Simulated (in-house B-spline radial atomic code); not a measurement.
La is squeezed into an impenetrable sphere of radius R (the orbitals vanish at R). No spin polarisation. Computed with a radial B-spline atomic code at the basis-set limit: scalar-relativistic (X2C) PBE, spherical fractional occupations, Fermi nucleus of rms radius 4.855 fm.

Energies in eV above the free atom in [Xe] 5d1 6s2:

```csv
R (bohr),highest level (eV),[Xe] 5d1 6s2,[Kr] 4d9 5s2 5p6 5d1 6s2 6f1,[Xe] 5f1 6s2
9.19,-2.76,0.2366,121.2,8.199
6.36,-0.967,3.228,135.4,14.75
5.06,3.77,11.37,156.8,27.16
4.11,14.1,32.24,197.3,53.93
3.86,19.2,43.77,216.8,67.73
3.02,55.7,140.3,358.6,175.7
2.56,104,296.1,564.1,341.3
2.08,214,720.5,1088,778.1
1.68,426,1718,2255,1783
1.56,536,2303,2920,2368
```

(1) Does [Kr] 4d9 5s2 5p6 5d1 6s2 6f1 fall below [Xe] 5d1 6s2 under compression?

(2) Does [Xe] 5f1 6s2 fall below [Xe] 5d1 6s2 under compression?

The highest level is first positive in the row R = 5.06 bohr, pushed up by confinement above the zero of the free ion's potential. Each configuration is held fixed and needn't be the lowest in the sphere.

Answers

(1) No, it stays above over the whole range.

(2) No, it stays above over the whole range.
